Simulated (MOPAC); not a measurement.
MOPAC input (PM3):

```
PM3 PRECISE GNORM=0.05 LET XYZ GEO-OK AUX(PRECISION=9) THREADS=1
AlI

Al   -0.00000000 1   -0.00000000 1   -2.06753600 1
I     0.00000000 1    0.00000000 1    0.50713100 1
```

Output:

```
 *******************************************************************************
 **                                                                           **
 **                              MOPAC v23.2.5                                **
 **                                                                           **
 *******************************************************************************
 ** MOPAC's Digital Object Identifier: https://doi.org/10.5281/zenodo.6511958 **
 **                                                                           **
 ** Please cite the open-source release paper for use of this MOPAC version:  **
 ** J. E. Moussa and J. J. P. Stewart (2026)                                  **
 ** MOPAC: An open-source semiempirical molecular orbital program             **
 ** J. Open Source Softw., 11(119), 8025, https://doi.org/10.21105/joss.08025 **
 *******************************************************************************

                              PM3 CALCULATION RESULTS

 *******************************************************************************
 *  PM3        - The PM3 Hamiltonian to be used
 *  GEO-OK     - OVERRIDE INTERATOMIC DISTANCE AND OTHER SAFETY CHECKS
 *  LET        - OVERRIDE SOME SAFETY CHECKS
 *  PRECISE    - TIGHTER CRITERIA TO BE USED
 *  XYZ        - CARTESIAN COORDINATE SYSTEM TO BE USED
 *  GNORM      - EXIT WHEN GRADIENT NORM DROPS BELOW 0.050
 *  AUX        - OUTPUT AUXILIARY INFORMATION
 *******************************************************************************
PM3 PRECISE GNORM=0.05 LET XYZ GEO-OK AUX(PRECISION=9) THREADS=1
 AlI

   ATOM   CHEMICAL          X               Y               Z
  NUMBER   SYMBOL      (ANGSTROMS)     (ANGSTROMS)     (ANGSTROMS)

     1      Al         -0.00000000  *  -0.00000000  *  -2.06753600  *
     2       I          0.00000000  *   0.00000000  *   0.50713100  *

          CARTESIAN COORDINATES

    NO.       ATOM           X           Y           Z

     1        Al         -0.0000     -0.0000     -2.0675
     2         I          0.0000      0.0000      0.5071

 Al: (PM3): J. J. P. STEWART, J. COMP. CHEM. 10, 209 (1989).
  I: (PM3): J. J. P. STEWART, J. COMP. CHEM. 10, 209 (1989).

           Empirical Formula: Al I  =     2 atoms

      MOLECULAR POINT GROUP   :   C*v

      RHF CALCULATION, NO. OF DOUBLY OCCUPIED LEVELS = 5

          Geometry optimization using EF

          DIAGONAL MATRIX USED AS START HESSIAN

 CYCLE:     1  GRAD.:    75.445 HEAT:  52.48051
 CYCLE:     2  GRAD.:    13.556 HEAT:  48.42002
 CYCLE:     3  GRAD.:    10.021 HEAT:  48.04987
 CYCLE:     4  GRAD.:    23.562 HEAT:  48.40255
 CYCLE:     5  GRAD.:     3.476 HEAT:  47.86905
 CYCLE:     6  GRAD.:     0.885 HEAT:  47.85184
 CYCLE:     7  GRAD.:     0.556 HEAT:  47.85116
 CYCLE:     8  GRAD.:     0.009 HEAT:  47.85074

     GRADIENT =  0.00860 IS LESS THAN CUTOFF =  0.05000

 -------------------------------------------------------------------------------
 PM3 PRECISE GNORM=0.05 LET XYZ GEO-OK AUX(PRECISION=9) THREADS=1
 AlI

     GEOMETRY OPTIMISED USING EIGENVECTOR FOLLOWING (EF).
     SCF FIELD WAS ACHIEVED

                              PM3 CALCULATION
                                                       MOPAC v23.2.5 Linux

          FINAL HEAT OF FORMATION =         47.85074 KCAL/MOL =     200.20748 KJ/MOL

          COSMO AREA              =        104.96 SQUARE ANGSTROMS
          COSMO VOLUME            =         94.58 CUBIC ANGSTROMS

          GRADIENT NORM           =          0.00860          =       0.00608 PER ATOM
          IONIZATION POTENTIAL    =          8.615690 EV
          HOMO LUMO ENERGIES (EV) =         -8.616 -3.975
          NO. OF FILLED LEVELS    =          5
          MOLECULAR WEIGHT        =        153.8860         POINT GROUP:  C*v

          MOLECULAR DIMENSIONS (Angstroms)

            Atom       Atom       Distance
            I     2   Al     1     2.38582
            I     2   Al     1     0.00000
           Al     1    I     2     0.00000

          SCF CALCULATIONS        =          9

   ATOM   CHEMICAL          X               Y               Z
  NUMBER   SYMBOL      (ANGSTROMS)     (ANGSTROMS)     (ANGSTROMS)

     1      Al          0.00000000  *   0.00000000  *  -1.97311395  *
     2       I          0.00000000  *   0.00000000  *   0.41270895  *

                             CARTESIAN COORDINATES

   1   Al        0.000000000     0.000000000    -1.973113948
   2    I        0.000000000     0.000000000     0.412708948

           Empirical Formula: Al I  =     2 atoms

      MOLECULAR POINT GROUP   :   C*v

                  EIGENVALUES
 -15.07153 -11.31958  -9.97426  -9.97426  -8.61569  -3.97503  -3.97503   4.29013

              NET ATOMIC CHARGES AND DIPOLE CONTRIBUTIONS

  ATOM NO.   TYPE          CHARGE      No. of ELECS.   s-Pop       p-Pop
    1         Al          -0.067102        3.0671     0.02404     3.04306
    2          I           0.067102        6.9329     1.99928     4.93361
 DIPOLE           X         Y         Z       TOTAL
 POINT-CHG.     0.000     0.000     0.769     0.769
 HYBRID        -0.000    -0.000     0.052     0.052
 SUM           -0.000    -0.000     0.821     0.821

          ATOMIC ORBITAL ELECTRON POPULATIONS

     Atom    s        px        py        pz
    1 Al   0.02404   0.52155   0.52155   1.99996
    2  I   1.99928   1.47845   1.47845   1.97671

 **********************
 *                    *
 * JOB ENDED NORMALLY *
 *                    *
 **********************

 == MOPAC DONE ==
```

The geometry given is a B3LYP-D3(BJ)/def2-TZVP minimum.
